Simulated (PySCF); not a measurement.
B(CF3)(H)(OMe) (C2H4BF3O), SMILES COBC(F)(F)F. Heavy atoms are numbered as in [BH:1]([C:2]([F:3])([F:4])[F:5])[O:7][CH3:8]. Hydrogens are named by the atom that carries them.

Geometry optimised at PBE0-D3(BJ)/def2-SVP. The values are those of a single conformer.

These are PBE/pcSseg-1 (PySCF) values and carry that method's errors.

GIAO shieldings, no solvent; atoms alike by connectivity are averaged. δ = σ(ref) − σ: ¹¹B against BF3 (σ = 83.9 ppm); ¹³C against TMS (σ = 182.0 ppm); ¹⁹F against CFCl3 (σ = 133.6 ppm); ¹H against TMS (σ = 31.49 ppm); ¹⁷O against H2O (σ = 334.3 ppm), references at their B3LYP-D3(BJ)/def2-TZVP geometries, non-relativistic.

| nucleus | atoms | count | δ (ppm) |
|---|---|---|---|
| ¹¹B | B1 (BH) | 1 | 25.8 |
| ¹³C | C2 | 1 | 134.8 |
| ¹³C | C8 (CH3) | 1 | 60.9 |
| ¹⁹F | F3 | 3 | -108.4 |
| ¹H | H on B1 | 1 | 5.22 |
| ¹H | H on C8 | 3 | 4.50 |
| ¹⁷O | O7 | 1 | 209.6 |
